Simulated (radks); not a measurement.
Species: Tb3+. Configuration: [Xe] 4f8. Method: scalar-relativistic Kohn-Sham, r2SCAN, spin-polarised, spherical densities, finite nucleus; open shells are filled with parallel spins first (spin-orbit coupling, left out, can overturn this in heavy ions); meta-GGA in the generalised Kohn-Sham scheme; Fermi nuclear charge, rms radius 5.06 fm; computed with a radial shooting solver on a logarithmic mesh with Libxc functionals. Some entries of the table are withheld. Estimate them.

| orbital | occ. | eigenvalue (eV) | <r^2> (bohr^2) |
|---|---|---|---|
| 1s up | 1 | -51960.38 | 0.0006318 |
| 1s down | 1 | -51960.38 | 0.0006318 |
| 2s down | 1 | -8661.803 | 0.009886 |
| 2s up | 1 | -8661.796 | 0.009886 |
| 2p up | 3 | -7696.974 | 0.007991 |
| 2p down | 3 | -7696.966 | 0.007990 |
| 3s up | 1 | -1955.916 | 0.06535 |
| 3s down | 1 | -1952.874 | 0.06522 |
| 3p up | 3 | -1656.827 | 0.06566 |
| 3p down | 3 | -1653.783 | 0.06550 |
| 3d up | 5 | -1266.692 | 0.05518 |
| 3d down | 5 | -1264.335 | 0.05500 |
| 4s up | 1 | -420.1020 | 0.3305 |
| 4s down | 1 | -413.0978 | 0.3305 |
| 4p up | 3 | -321.0351 | 0.3731 |
| 4p down | 3 | -314.0254 | 0.3733 |
| 4d up | 5 | -184.4749 | 0.4481 |
| 4d down | 5 | -177.4431 | 0.4503 |
| 5s up | 1 | -79.1538 | 1.873 |
| 5s down | 1 | -75.9301 | 1.956 |
| 5p up | 3 | -54.4745 | (1) |
| 5p down | 3 | -52.2233 | (2) |
| 4f up | 7 | -36.3591 | 0.8462 |
| 4f down | 1 | -30.0008 | 0.9590 |

Answer. 
(1) 5p up <r^2> (bohr^2): 2.488
(2) 5p down <r^2> (bohr^2): 2.609
